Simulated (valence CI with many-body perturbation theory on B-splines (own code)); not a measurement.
**E1 line list for Gd33+**

Level of theory: relativistic CI+MBPT: three valence electrons over a frozen Dirac-Fock core [Ar] 3d10, a basis of 11 s, 11 p, 10 d, 8 f, 5 g, 2 h functions for each j, with the one-electron correlation potential Σ1 (screened to all orders), the two-electron term Σ2, the three-electron term Σ3, Breit, model QED; selected single and double excitations, second order for the rest, scaled by the run's own slope (own B-spline code, finite nucleus).

The last digits are not significant, and no measured levels were compared; by estimate large intervals hold to a few tenths of a per cent, small ones and those within an open d or f shell to about a per cent.

Lines 151 to 200 of 554 in falling wavelength, among levels below 547.87 eV, chosen from the strongest by gf and those to the six lowest levels. Wavelengths and rates use the calculated energies. Electric multipoles are in the length gauge with retardation, E1 and E2 with the static RPA response of the core. Weak lines are less certain than strong ones. Lines between different terms over intervals too small for the method are left out, as are lines whose strength nearly cancels. Where a level lies close to another of its J and parity, the split of strength between their lines is uncertain. The highest levels of a list are the least certain.

Levels are named by their leading jj configuration (3d3/2^4 stands for four electrons in 3d with j = 3/2), which in mixed levels can hold well under half, so a name can repeat and another be missing. Letters in brackets count levels of one name in rising energy.

```
λ vac (Å)                          Upper                          Lower   A (s⁻¹)  S (a.u.)
    96.80     (4s 4p3/2 4f7/2) J=7/2 [b]             (4s^2 4f7/2) J=7/2  1.12e+11  4.02e-01
    96.64          (4p3/2^2 4d5/2) J=3/2     (4s 4p3/2 4d5/2) J=5/2 [a]  5.54e+10  9.86e-02
    96.62          (4p3/2^2 4f5/2) J=7/2      (4p3/2^2 4d5/2) J=5/2 [a]  3.71e+10  1.32e-01
    96.58  (4p1/2 4p3/2 4f5/2) J=5/2 [a]  (4p1/2 4p3/2 4d5/2) J=7/2 [b]  5.62e+10  1.50e-01
    96.47     (4s 4p3/2 4f7/2) J=7/2 [b]             (4s^2 4f5/2) J=5/2  3.10e+11  1.10e+00
    96.36     (4s 4p1/2 4d3/2) J=3/2 [b]         (4s 4p1/2 4p3/2) J=5/2  8.13e+09  1.44e-02
    96.30  (4p1/2 4d3/2 4d5/2) J=5/2 [a]  (4p1/2 4p3/2 4d3/2) J=3/2 [a]  3.56e+10  9.43e-02
    96.22  (4p3/2 4d3/2 4d5/2) J=7/2 [b]          (4p3/2^2 4d3/2) J=7/2  3.47e+10  1.22e-01
    96.11  (4p1/2 4p3/2 4f5/2) J=5/2 [b]  (4p1/2 4p3/2 4d5/2) J=5/2 [b]  3.58e+10  9.40e-02
    96.10  (4p1/2 4p3/2 4d3/2) J=3/2 [b]          (4p1/2 4p3/2^2) J=3/2  5.13e+10  8.98e-02
    96.06         (4s 4d5/2^2) J=5/2 [b]     (4s 4p3/2 4d5/2) J=7/2 [b]  4.49e+10  1.18e-01
    96.04     (4s 4p3/2 4f5/2) J=5/2 [c]             (4s^2 4f5/2) J=5/2  1.72e+11  4.52e-01
    96.03        (4s 4d3/2 4f7/2) J=11/2             (4s 4d5/2^2) J=9/2  2.82e+10  1.48e-01
    96.01  (4p1/2 4d3/2 4d5/2) J=7/2 [a]  (4p1/2 4p3/2 4d3/2) J=5/2 [a]  5.71e+10  1.99e-01
    96.01  (4p3/2 4d3/2 4d5/2) J=5/2 [d]      (4p3/2^2 4d3/2) J=3/2 [b]  5.27e+10  1.38e-01
    95.81  (4p3/2 4d3/2 4d5/2) J=5/2 [b]      (4p3/2^2 4d3/2) J=3/2 [a]  3.86e+10  1.01e-01
    95.80          (4p1/2^2 4d5/2) J=5/2          (4p1/2^2 4p3/2) J=3/2  8.99e+10  2.34e-01
    95.78      (4p1/2 4d3/2 4d5/2) J=9/2      (4p1/2 4p3/2 4d3/2) J=7/2  5.36e+10  2.32e-01
    95.62  (4p1/2 4p3/2 4d5/2) J=5/2 [a]          (4p1/2 4p3/2^2) J=5/2  1.09e+11  2.82e-01
    95.54     (4s 4d3/2 4d5/2) J=7/2 [a]         (4s 4p3/2 4d3/2) J=7/2  2.99e+10  1.03e-01
    95.49     (4s 4d3/2 4d5/2) J=3/2 [b]     (4s 4p3/2 4d3/2) J=5/2 [b]  9.42e+10  1.62e-01
    95.45          (4p1/2 4d5/2^2) J=9/2      (4p1/2 4p3/2 4d5/2) J=9/2  6.32e+10  2.71e-01
    95.33     (4s 4p3/2 4d3/2) J=1/2 [b]             (4s^2 4d3/2) J=3/2  2.40e+11  2.05e-01
    95.28          (4p1/2 4p3/2^2) J=5/2     (4s 4p1/2 4p3/2) J=3/2 [a]  3.34e+10  8.55e-02
    95.28  (4p1/2 4p3/2 4f5/2) J=5/2 [a]  (4p1/2 4p3/2 4d5/2) J=5/2 [a]  6.78e+10  1.74e-01
    95.27  (4p1/2 4p3/2 4d5/2) J=3/2 [a]          (4p1/2 4p3/2^2) J=5/2  5.95e+10  1.02e-01
    95.14      (4p3/2^2 4d5/2) J=5/2 [b]     (4s 4p3/2 4d5/2) J=5/2 [a]  4.75e+10  1.21e-01
    95.02  (4p3/2 4d3/2 4d5/2) J=3/2 [c]      (4p3/2^2 4d3/2) J=3/2 [b]  8.78e+10  1.49e-01
    95.02  (4p1/2 4d3/2 4d5/2) J=7/2 [b]  (4p1/2 4p3/2 4d3/2) J=5/2 [b]  4.64e+10  1.57e-01
    94.97     (4s 4p1/2 4d5/2) J=5/2 [a]         (4s 4p1/2 4p3/2) J=5/2  8.04e+10  2.04e-01
    94.84     (4s 4p3/2 4d5/2) J=5/2 [b]             (4s 4p3/2^2) J=3/2  6.65e+10  1.68e-01
    94.67  (4p1/2 4p3/2 4f5/2) J=9/2 [a]  (4p1/2 4p3/2 4d5/2) J=7/2 [b]  4.16e+10  1.74e-01
    94.51             (4s 4d5/2^2) J=3/2     (4s 4p3/2 4d5/2) J=3/2 [b]  6.73e+10  1.12e-01
    94.51          (4p1/2 4d5/2^2) J=1/2  (4p1/2 4p3/2 4d5/2) J=3/2 [b]  2.49e+11  2.08e-01
    94.51     (4s 4d3/2 4d5/2) J=7/2 [a]     (4s 4p3/2 4d3/2) J=5/2 [a]  6.36e+10  2.12e-01
    94.48          (4p1/2 4d5/2^2) J=3/2  (4p1/2 4p3/2 4d5/2) J=3/2 [a]  7.56e+10  1.26e-01
    94.43  (4p1/2 4p3/2 4d5/2) J=3/2 [b]          (4p1/2 4p3/2^2) J=1/2  1.28e+11  2.13e-01
    94.42  (4p1/2 4d3/2 4d5/2) J=3/2 [b]  (4p1/2 4p3/2 4d3/2) J=3/2 [b]  8.53e+10  1.42e-01
    94.42  (4p1/2 4d3/2 4d5/2) J=5/2 [a]  (4p1/2 4p3/2 4d3/2) J=5/2 [a]  8.65e+10  2.16e-01
    94.34  (4p1/2 4p3/2 4d5/2) J=7/2 [b]          (4p1/2 4p3/2^2) J=5/2  5.67e+10  1.88e-01
    94.34  (4p3/2 4d3/2 4d5/2) J=7/2 [c]          (4p3/2^2 4d3/2) J=7/2  3.29e+10  1.09e-01
    94.33         (4s 4p1/2 4d5/2) J=7/2         (4s 4p1/2 4p3/2) J=5/2  1.06e+11  3.51e-01
    94.17  (4p3/2 4d3/2 4d5/2) J=7/2 [c]          (4p3/2^2 4d5/2) J=7/2  2.78e+10  9.16e-02
    94.14          (4p1/2 4d5/2^2) J=3/2  (4p1/2 4p3/2 4d5/2) J=5/2 [a]  6.94e+10  1.14e-01
    94.11          (4p1/2 4d5/2^2) J=7/2  (4p1/2 4p3/2 4d5/2) J=7/2 [a]  3.04e+10  1.00e-01
    93.96     (4s 4p1/2 4d5/2) J=5/2 [b]     (4s 4p1/2 4p3/2) J=3/2 [b]  2.25e+11  5.54e-01
    93.85          (4p3/2 4d3/2^2) J=7/2         (4s 4p1/2 4f7/2) J=5/2  2.75e+10  8.96e-02
    93.78      (4p1/2 4p3/2 4d5/2) J=1/2          (4p1/2 4p3/2^2) J=1/2  2.63e+11  2.14e-01
    93.73     (4s 4p3/2 4f7/2) J=7/2 [a]     (4s 4p3/2 4d5/2) J=7/2 [a]  1.11e+11  3.60e-01
    93.72  (4p3/2 4d3/2 4d5/2) J=3/2 [a]          (4p3/2^2 4d3/2) J=5/2  7.29e+10  1.18e-01
```
